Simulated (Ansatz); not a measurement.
`C[C](C)(C)[Ga]([F])[Cl]` and `CC(C)(C)F` differ in one atom or group.

Ansatz, PBE0-D4/def2-TZVP geometries, multiplicity 1. 

Scalar relativity is left out up to krypton.

| property | `C[C](C)(C)[Ga]([F])[Cl]` |
| --- | --- |
| HOMO energy (PBE0/def2-TZVPP) / eV | -7.98 |
| LUMO energy (B3LYP/def2-TZVPP) / eV | -1.21 |
| size of the dipole moment (B3LYP/def2-TZVPP) / D | 3.55 |
| HOMO energy (B3LYP/def2-TZVPP) / eV | -7.81 |
| size of the dipole moment (PBE/def2-TZVPP) / D | 3.47 |
| HOMO–LUMO gap (PBE0/def2-TZVPP) / eV | 7.06 |

Problem. Give the same properties after the change, and the shifts. (Estimate.)

Solution. Computed: 
```json
{"property": "HOMO energy (PBE0/def2-TZVPP) / eV", "`CC(C)(C)F`": "-9.12", "shift": "-1.14"}
{"property": "LUMO energy (B3LYP/def2-TZVPP) / eV", "`CC(C)(C)F`": "0.72", "shift": "1.93"}
{"property": "size of the dipole moment (B3LYP/def2-TZVPP) / D", "`CC(C)(C)F`": "1.89", "shift": "-1.66"}
{"property": "HOMO energy (B3LYP/def2-TZVPP) / eV", "`CC(C)(C)F`": "-8.90", "shift": "-1.09"}
{"property": "size of the dipole moment (PBE/def2-TZVPP) / D", "`CC(C)(C)F`": "1.78", "shift": "-1.69"}
{"property": "HOMO–LUMO gap (PBE0/def2-TZVPP) / eV", "`CC(C)(C)F`": "10.18", "shift": "3.12"}
```

With PBE0 the HOMO falls by 1.14 eV and the LUMO rises by 2.00 eV, so the gap widens by about 3.14 eV. PBE moves the HOMO by -0.68 eV and ωB97M-V by -1.39 eV. Dipoles are sizes alone; their direction can turn.

B3LYP here is the variant with VWN-RPA as its local correlation; programs differ in this.
